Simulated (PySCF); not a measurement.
# Ge+: ionisation energy

Ge+ [Ar] 3d10 4s2 4p1 (2P) → Ge(2+) [Ar] 3d10 4s2 (1S), as a difference of total energies. Computed with PySCF 2.14 in x2c-SVPall (5s4p3d, 32 functions), with scalar relativity by spin-free X2C-1e. Correlated levels: valence: [Ar] 3d10 frozen. The calculations carry no spin-orbit coupling.

Question: Order these methods by the ionisation energy they give, lowest first.
A. UHF
B. SCS-MP2 (valence)
C. B3LYP
D. CCSD(T) (valence)

Answer: A (15.235 eV), B (15.371 eV), D (15.480 eV), C (15.884 eV).

Errors of the correlated levels include the incompleteness of this basis and the frozen core.

For comparison: 15.789 eV (measured; NIST levels, between the centres of gravity of the two terms).
